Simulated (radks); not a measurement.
Removal energies from the xenon ion Xe8+, [Kr] 4d10, by Delta-SCF beside the eigenvalue of the level emptied. All-electron calculation, Dirac Kohn-Sham, relativistic LDA (MacDonald-Vosko exchange, VWN5 correlation), spin-unpolarised, spherical densities, finite nucleus; Fermi nuclear charge, rms radius of each element as measured or else 0.836 A^(1/3) + 0.57 fm. Program: a radial shooting solver on a logarithmic mesh with Libxc functionals. Sub-shells are occupied by j as written (lower j first in brackets).

removed from,final configuration,Delta-SCF (eV),-eigenvalue (eV)
4d5/2,"[Kr] 4d(3/2: 4, 5/2: 5)",179.36,167.08
4d3/2,"[Kr] 4d(3/2: 3, 5/2: 6)",181.55,169.18
4p3/2,"[Ar] 3d10 4s2 4p(1/2: 2, 3/2: 3) 4d10",259.69,246.45
4p1/2,"[Ar] 3d10 4s2 4p(1/2: 1, 3/2: 4) 4d10",272.52,258.95
